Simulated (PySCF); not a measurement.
This PySCF input asks for the NMR shieldings of SMILES c1(C#N)cccs1, C5H3NS; the geometry comes from PBE0-D3(BJ)/def2-SVP.

```python
import basis_set_exchange as bse
import numpy as np
from pyscf import gto, dft
from pyscf.prop import nmr

atoms = """
N     3.259437   -0.538856    0.502741
C     2.141546   -0.279352    0.328000
C     0.778984    0.041597    0.117646
C    -0.205978   -0.762501   -0.421011
C    -1.460931   -0.109923   -0.479386
C    -1.408309    1.170746    0.013487
S     0.157029    1.598165    0.550248
H    -0.015298   -1.781710   -0.756475
H    -2.370655   -0.566083   -0.870060
H    -2.220599    1.892867    0.087745
"""
names = dict.fromkeys(["N", "C", "S", "H"], "pcSseg-2")
basis = {el: gto.basis.parse(bse.get_basis(n, elements=[el], fmt="nwchem")) for el, n in names.items()}
mol = gto.M(atom=atoms, basis=basis, charge=0, verbose=0)
mf = dft.RKS(mol, xc="HYB_GGA_XC_WB97X_D")
mf.grids.level = 2
mf.grids.alignment = dft.numint.BLKSIZE   # the property module wants whole blocks of grid points
mf.conv_tol = 1e-9
mf.kernel()

calc = nmr.RKS(mf)   # GIAO
C = mf.mo_coeff
Co = C[:, mf.mo_occ > 0]
resp = mf.gen_response(singlet=True, hermi=2)
def vind(x):   # induced exchange potential for any number of trial vectors
    d = np.einsum("pi,xij,qj->xpq", C, 2 * x.reshape(-1, C.shape[1], Co.shape[1]), Co, optimize=True)
    return np.einsum("xpq,pi,qj->xij", resp(d - d.transpose(0, 2, 1)), C, Co, optimize=True).ravel()
mo1, _ = nmr.rhf.solve_mo1(calc, with_cphf=vind)
sigma = calc.kernel(mo1)
for i, s in enumerate(sigma):   # ppm
    w = np.linalg.eigvalsh((s + s.T) / 2)
    print("%2d %-2s iso %8.1f  s11 %8.1f  s22 %8.1f  s33 %8.1f" % (i, mol.atom_pure_symbol(i), w.mean(), *w))
```

Q: What does it print?

A: 
```
 0 N  iso    -63.4  s11   -239.3  s22   -170.3  s33    219.3
 1 C  iso     62.7  s11    -57.6  s22    -52.0  s33    297.7
 2 C  iso     57.1  s11    -35.0  s22     68.6  s33    137.5
 3 C  iso     35.4  s11    -57.2  s22     15.6  s33    147.6
 4 C  iso     47.7  s11    -36.2  s22     29.6  s33    149.8
 5 C  iso     37.2  s11    -62.2  s22     30.6  s33    143.2
 6 S  iso    210.2  s11     65.6  s22    206.8  s33    358.3
 7 H  iso     23.6  s11     21.0  s22     22.6  s33     27.3
 8 H  iso     24.1  s11     21.1  s22     24.4  s33     26.8
 9 H  iso     23.7  s11     21.1  s22     23.6  s33     26.4
```

These numbers come from an equivalent density-fitted implementation of the same equations, which agrees with the script to about 0.01 ppm for H and up to a few tenths of a ppm for heavy atoms, so last digits may differ.

Q: Turn these shieldings into chemical shifts. Scale: NH3 for ¹⁵N (260.06 ppm); ¹³C (184.42 ppm), ¹H (31.36 ppm) vs TMS; CS2 for ³³S (499.87 ppm) (reference shieldings calculated alike).

A: Averaging equivalent atoms: N 0: 323.5; C 3: 149.0; C 5: 147.2; C 4: 136.7; C 2: 127.4; C 1: 121.7; S 6: 290; H 7: 7.74; H 9: 7.67; H 8: 7.24 ppm. Experimental scales use liquid or dissolved standards, which lie at an offset from isolated NH3 (liquid NH3: subtract about 20 ppm). Unscaled 15N shifts of sp2 nitrogen come out 20 to 40 ppm too high even then.

Size and cost of the density-fitted run: 301 basis functions, 59 s wall time on 1 thread of an x86-64 server CPU, shared host.
